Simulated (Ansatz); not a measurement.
Molecule: ZnI₂, charge 1, multiplicity 2. The spin state was set by rule; other spins were not relaxed. SMILES of the parent species: [I][Zn][I]
Geometry from a B3LYP-D3(BJ)/def2-TZVP (Ansatz, a quantum-chemistry and plane-wave program) optimisation:
```
Zn
I 1 2.4591
I 1 2.4591 2 180.00
```
Charge +1, spin multiplicity 2.

**Question.** Give the harmonic wavenumbers at B3LYP-D3(BJ)/def2-TZVP (Ansatz, finite differences of forces, unscaled).

**Answer.** 49, 54, 141, 282 cm⁻¹. Zero-point energy 0.8 kcal/mol.

**Question.** From these and the geometry, give the ideal-gas thermochemistry at 298.15 K and 1 atm (rigid rotor, harmonic oscillator).

**Answer.** Point group D∞h, rotational symmetry number 2. Rotational constants 0.3293, 0.3293 GHz. S(trans) 43.18, S(rot) 20.17, S(vib) 13.84, S(elec, spin only) 1.38, S 78.6 cal/(mol K). H(298) - H(0) 3.81 kcal/mol; G - E(el) -18.9 kcal/mol.
